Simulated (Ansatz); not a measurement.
System: InHClF, charge 0, singlet. InHClF (SMILES [F][InH][Cl]).
B3LYP-D3(BJ)/def2-TZVP minimum from Ansatz (an electronic-structure program):
```
In
F 1 1.9536
H 1 1.6936 2 121.61
Cl 1 2.3258 3 129.01 2 -180.00
```

Total energies in def2-SVP, 18 correlated electrons, 15 frozen orbitals. Radicals and triplets start from unrestricted determinants; spin-orbit coupling is neglected. Cores are frozen in correlated methods (noble-gas shells, and filled d and f shells in the p block). Past Kr the def2 sets carry scalar-relativistic core potentials. Spin-orbit terms, left out, reach several kcal/mol for Br and I, and more for heavier atoms.

| method | program | energy (Eh) | minus CCSDT(Q) (mEh) |
|---|---|---|---|
| HF | Ansatz | -748.56961 | 406.32 |
| MP2 | Ansatz | -748.94751 | 28.42 |
| CCSD | Ansatz | -748.96758 | 8.35 |
| CCSD(T) | Ansatz | -748.97433 | 1.60 |
| CCSDT(Q) | Ansatz | -748.97593 | 0.00 |

Rough core times of Ansatz's runs on a shared machine: CCSD(T) under 20 s, CCSDT(Q) 70 s.
